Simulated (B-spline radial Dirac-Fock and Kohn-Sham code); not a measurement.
La²³⁺: scattering cross sections and density moments

System: the La²³⁺ ion in the configuration [Ar] 3d10 4s2 4p4.

Input file task.json (cfg lists n, l and occupation; rrms is the nuclear radius in fm):

```json
{"items": [{
  "Z": 57,
  "q": 23,
  "cfg": [[1, 0, 2], [2, 0, 2], [2, 1, 6], [3, 0, 2], [3, 1, 6], [3, 2, 10], [4, 0, 2], [4, 1, 4]],
  "A": 139,
  "rrms": 4.855,
  "do": ["scatter"],
  "s": [0.0, 0.05, 0.1, 0.15, 0.2, 0.25, 0.3, 0.35, 0.4, 0.45, 0.5, 0.6, 0.7, 0.8, 0.9, 1.0, 1.1, 1.2, 1.4, 1.6, 1.8, 2.0, 2.5, 3.0, 3.5, 4.0, 5.0, 6.0],
  "pz": [0, 0.1, 0.2, 0.3, 0.4, 0.5, 0.6, 0.8, 1.0, 1.2, 1.4, 1.6, 1.8, 2.0, 2.5, 3.0, 4.0, 5.0, 7.0, 10.0, 15.0, 20.0, 30.0, 40.0, 60.0, 100.0],
  "hv_scatter": [1000, 8047.8, 10000, 17479.3, 20000, 50000, 200000, 500000]
}]}
```

Run with: `python xray_run.py task.json out`

These are calculated numbers from a radial atomic solver; the model is Dirac-Fock orbitals of the configuration average with a finite nucleus.

```
Sum of ⟨r⟩                          : 9.269 bohr
Sum of ⟨r²⟩                         : 4.090 bohr²
Sum of ⟨1/r⟩                        : 337.31 per bohr
Langevin diamagnetic susceptibility : -3.24 × 10⁻⁶ cm³/mol
Lamb shielding (α²/3)Σ⟨1/r⟩         : 5987 ppm
```

Coherent scattering is the Thomson cross section weighted by f₀², without anomalous dispersion; incoherent scattering is Klein-Nishina weighted by S. The Lamb formula is the non-relativistic shielding expression. Electron correlation is left out. A dash stands where the photon energy is too low for the impulse approximation behind that column.

```tsv
hν (keV)	coherent (b)	incoherent (b)	incoherent per electron (b)
1	764.6	–	–
8.0478	565.4	2.874	0.0845
10	498.5	3.795	0.112
17.4793	311.3	6.676	0.196
20	269.1	7.440	0.219
50	76.88	12.30	0.362
200	7.248	12.67	0.373
500	1.282	9.581	0.282
```

Incoherent scattering overtakes coherent scattering between 50 and 200 keV.
